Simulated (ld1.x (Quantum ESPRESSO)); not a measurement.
Values are calculated unless marked as measured or tabulated.
Potentials for carbon (C) compared

Generated with ld1.x 7.5 (TM, RRKJ, ultrasoft, PAW), atompaw 4.2 or ONCVPSP 4.0.1. The cutoff is in Ry: for ld1.x and atompaw files where the sum of valence levels is converged to 10 mRy in a Bessel basis, for ONCV files where the hardest occupied wave has 1 mHa per electron of residual kinetic energy. The error is the largest all-electron minus pseudo excitation energy over each file’s own four to seven test configurations (ionisations up to +4, promotions, holes and added fractions of an electron), all of which were solved. The labels leave out finer settings (local radius, basis sizes, second energies), which also bear on the numbers. Spin-polarised tests are not counted. The rows are a selection from randomly drawn settings: files with unsolved tests, undetermined cutoffs or missed reference levels are left out.

| potential | cutoff (Ry) | largest error (meV) | bound ghosts |
| --- | --- | --- | --- |
| ultrasoft, Wu–Cohen, scalar-relativistic, rc 0.95/1.85 (sp), local smoothed, core correction no, reference 2s2 2p2 | 35 | +381 | none |
| PAW, PBE, scalar-relativistic, rc 1.20/2.25 (sp), local smoothed, core correction yes, reference 2s2 2p2 | 15 | -9.8 | none |
| TM, PBE, scalar-relativistic, rc 1.40/2.20 (sp), local s, core correction no, reference 2s1.5 2p2.5 | 30 | +1018 | none |
| RRKJ, revPBE, scalar-relativistic, rc 0.90/2.25 (sp), local smoothed, core correction yes, reference 2s2 2p1 | 40 | +588 | none |
| TM, PBEsol, non-relativistic, rc 1.05/1.70/1.60 (spd), local smoothed, core correction yes, reference 2s1 2p3 | 40 | +216 | none |
| ultrasoft, PW91, scalar-relativistic, rc 1.00/3.30/2.50 (spd), local smoothed, core correction yes, reference 2s2 2p2 | 30 | +74 | none |
| ultrasoft, LDA (PZ), scalar-relativistic, rc 1.55/2.30 (sp), local smoothed, core correction yes, reference 2s2 2p2 | 12 | +290 | none |
| TM semilocal, PBE, scalar-relativistic, rc 0.86/1.44 (sp), local s, core correction yes, reference 2s2 2p2 | 70 | +181 | none |

Fill in the row for C: TM, PBE, non-relativistic, rc 1.30/1.95 (sp), local p, core correction yes, reference 2s1 2p3.

cutoff 30 Ry, largest error +795 meV, bound ghosts: none.
